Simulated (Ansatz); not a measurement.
`[GeH3][S][GeH3]` + `S[SiH2]Cl` → `Cl[SiH2][S][GeH3]` + `[SH][GeH3]` at 500 K and 1 bar (ligand exchange at a Ge–S bond).

Gas-phase electronic energies from Ansatz, PBE0-D4/def2-TZVP geometries. CCSD(T)/CBS adds triple-zeta CCSD(T) − MP2 to the extrapolated MP2 energy (def2 sets, frozen cores). For Ge outer-core shells are correlated without core-valence functions, which leaves a few kJ/mol of doubt a bond. Scalar relativity is left out up to krypton. Each species was taken in one conformer, which may not be the lowest.

| species | CCSD(T)/CBS energy (Eh) | H − E (kJ/mol) | S (J/(mol·K)) |
| --- | --- | --- | --- |
| `[GeH3][S][GeH3]` | -4553.63258 | 172.9 | 419.7 |
| `S[SiH2]Cl` | -1148.50980 | 107.1 | 347.8 |
| `Cl[SiH2][S][GeH3]` | -3225.84041 | 165.3 | 449.1 |
| `[SH][GeH3]` | -2476.30083 | 114.8 | 326.3 |

H − E and S are ideal-gas, rigid-rotor, harmonic terms from PBE0-D4/def2-TZVP, for one conformer and one mirror image of each species. 1 Eh = 2625.50 kJ/mol, R = 8.31446 J/(mol·K).

Problem. By hand: ΔE, ΔH, ΔS and ΔG.

Solution. ΔE = (-3225.84041) + (-2476.30083) − (-4553.63258) − (-1148.50980) = 0.00114 Eh = 3.0 kJ/mol. Δ(H − E) = 165.3 + 114.8 − 172.9 − 107.1 = 0.1, so ΔH = 3.1 kJ/mol. ΔS = 449.1 + 326.3 − 419.7 − 347.8 = 7.9 J/(mol·K). ΔG = 3.1 − 500 × (7.9)/1000 = -0.9 kJ/mol.

Problem. By hand: the equilibrium constant, and the temperature at which ΔG would vanish if ΔH and ΔS stayed fixed.

Solution. log₁₀ K = −ΔG/(RT ln 10) = 0.1. ΔG = 0 at ΔH/ΔS = 392 K, though so small a ΔH makes that figure unsure.

TΔS isn't small against ΔH here. The sign of ΔG lies within the doubt. A doubt of 5 kJ/mol in ΔE shifts log₁₀ K by 0.5 here. Other conformers and mirror images would add mixing entropy, several J/(mol·K) or more a flexible species. Modes under 60 cm⁻¹, often nearly free rotors, make the harmonic entropy too high. These are equilibria of isolated gas molecules and say nothing of rates. Largest T1 diagnostic: 0.011 (customary marks: 0.02 for closed shells, 0.045 for open ones).
